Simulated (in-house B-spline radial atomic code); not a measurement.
V3+: [Ne] 3s2 3p5 3d2 4s1 (an excited or competing configuration)

Computed with a radial B-spline atomic code at the basis-set limit: Dirac-Hartree-Fock, average of configuration, Fermi nucleus of rms radius 3.6002 fm.

Effective charges: Z_r = [3n² - l(l+1)]/(2<r>) from the radius, Z_e = n√(-2ε) from the energy, and Slater's rules. Values are occupation-weighted means over j.

| shell | electrons | ε (eV) | <r> (bohr) | Z_r | Z_e | Slater |
| --- | --- | --- | --- | --- | --- | --- |
| 1s | 2 | -5571 | 0.06638 | 22.60 | 20.24 | 22.70 |
| 2s | 2 | -705.02 | 0.3056 | 19.64 | 14.40 | 18.85 |
| 2p | 6 | -593.42 | 0.2731 | 18.31 | 13.21 | 18.85 |
| 3s | 2 | -129.02 | 0.9223 | 14.64 | 9.24 | 12.10 |
| 3p | 5 | -97.204 | 0.9733 | 12.84 | 8.02 | 12.10 |
| 3d | 2 | -53.52 | 1.09 | 9.64 | 5.95 | 5.65 |
| 4s | 1 | -34.011 | 2.48 | 9.68 | 6.32 | 5.35 |

The least bound orbital is 4s1/2 at -34.01 eV, and it is also the most diffuse (<r> = 2.48 bohr).

Spin-orbit splittings of the orbital energies (j = l + 1/2 above j = l - 1/2 when positive): 2p 7.253 eV, 3p 0.9474 eV, 3d 0.08168 eV.

For the 1s electron the small component carries 0.681 % of the norm, the zero-frequency Breit interaction raises the level by 5.645 eV, self-energy by 2.704 eV, and vacuum polarisation lowers it by 0.2153 eV.
